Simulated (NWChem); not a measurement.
Molecule: H2Se3; SMILES [SeH][Se][SeH]

```xyz
5

Se     0.0000     0.0000     0.9455
Se     1.8674    -0.0195    -0.4548
H      1.9713     1.4444    -0.6121
Se    -1.8674     0.0195    -0.4548
H     -1.9713    -1.4444    -0.6121
```
Atoms are numbered in this order, from 1.

All runs use the structure optimised with PBE0/def2-SVP.

Symmetry labels are those of C2 in the frame above (b1 and b2, or b-type labels, depend on it).

### Question
List the 4 lowest vertical singlet excitations from Hartree-Fock/def2-SVP, TDHF (NWChem).

### Answer
```
state  energy (eV)  oscillator strength  symmetry  leading excitation (squared amplitude)
-----  -----------  -------------------  --------  --------------------------------------
S1            4.42                0.004         b                      HOMO → LUMO (0.66)
S2            4.65                0.010         b                    HOMO−2 → LUMO (0.91)
S3            4.66                0.011         a                    HOMO−1 → LUMO (0.62)
S4            5.06                0.001         a                  HOMO−2 → LUMO+1 (0.94)
```
